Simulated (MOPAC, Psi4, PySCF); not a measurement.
Approach curve of the dimer C4H12O3Si ··· CH4O (SMILES CO[Si](C)(OC)OC and CO). Monomers: optimised at B3LYP-D3(BJ) (def2-SVP and def2-TZVP), held rigid. Orientation: lowest of the rigid-body minima from ten starts at GFN2-xTB. Only R, the distance of the centres of mass, is varied, so the lowest point isn't the relaxed dimer.

- PM7, restricted, heats of formation (MOPAC)
- RMP2/3-21G = restricted MP2 (frozen core)/3-21G, no counterpoise correction run with PySCF
- RKS-B3LYP/6-31G* = restricted B3LYP/6-31G*, spherical d, no counterpoise correction run with PySCF 2.14.0
- wB97X-D/def2-TZVP, counterpoise-corrected (Psi4)

Interaction energies in kcal/mol; the last columns give the difference from wB97X-D:

```csv
R / Å,PM7,RMP2/3-21G,RKS-B3LYP/6-31G*,wB97X-D/def2-TZVP,PM7 − wB97X-D/def2-TZVP,RMP2/3-21G − wB97X-D/def2-TZVP,RKS-B3LYP/6-31G* − wB97X-D/def2-TZVP
3.25,0.89,-10.53,-0.84,-1.54,2.43,-8.99,0.70
3.44,-4.84,-13.30,-5.36,-5.60,0.77,-7.70,0.25
3.66,-5.28,-12.89,-6.72,-6.78,1.50,-6.11,0.06
3.88,-6.09,-10.99,-6.26,-6.32,0.23,-4.66,0.06
4.05,-6.14,-9.25,-5.49,-5.59,-0.55,-3.66,0.10
4.35,-5.60,-6.36,-4.06,-4.26,-1.34,-2.10,0.19
4.69,-4.70,-3.87,-2.73,-3.05,-1.66,-0.83,0.32
5.14,-3.63,-2.04,-1.54,-1.97,-1.66,-0.07,0.43
5.86,-2.38,-0.99,-0.70,-1.02,-1.36,0.04,0.32
6.83,-1.21,-0.51,-0.37,-0.49,-0.73,-0.03,0.12
8.12,-0.37,-0.26,-0.19,-0.23,-0.14,-0.04,0.04
```

PM7 is furthest from wB97X-D/def2-TZVP at 3.25 (2.43 kcal/mol, above); its mean absolute difference over the points is 1.12 kcal/mol.

RMP2/3-21G is furthest from wB97X-D/def2-TZVP at 3.25 (-8.99 kcal/mol, below); its mean absolute difference over the points is 3.11 kcal/mol.

RKS-B3LYP/6-31G* is furthest from wB97X-D/def2-TZVP at 3.25 (0.70 kcal/mol, above); its mean absolute difference over the points is 0.24 kcal/mol.
